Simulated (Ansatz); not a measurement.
Program: Ansatz. Geometries: PBE0-D4/def2-TZVP. ΔE: electronic, gas phase. CCSD(T)/CBS adds triple-zeta CCSD(T) − MP2 to the extrapolated MP2 energy (def2 sets, frozen cores). This one scheme is used for every species. DFT in def2-TZVPP. B3LYP here is the variant with VWN-RPA as its local correlation; programs differ in this. Each species was taken in one conformer, which may not be the lowest.

Consider the hydrogenolysis of a C–S bond: `C=CSC[SiH3]` + H₂ → `C[SiH3]` + `C=CS`.

```csv
species,B3LYP-D4 energy (Eh)
`C=CSC[SiH3]`,-806.91586
H₂,-1.18011
`C[SiH3]`,-331.26810
`C=CS`,-476.85435
```

(1) Work out ΔE.

Largest T1 diagnostic among the species: 0.012.

## Answers

(1) ΔE = (-331.26810) + (-476.85435) − (-806.91586) − (-1.18011) = -0.02648 Eh = -0.72 eV. CCSD(T)/CBS gives -0.71 eV.

From PBE to PBE0 (25 % exact exchange), in def2-TZVPP and without D4, ΔE moves by −0.05 eV. The D4 term adds +0.17 eV with B3LYP and +0.09 eV with PBE0; it sums over pairs of atoms, weighted by their polarisabilities, and B3LYP, whose exchange is more repulsive, gets the larger term.
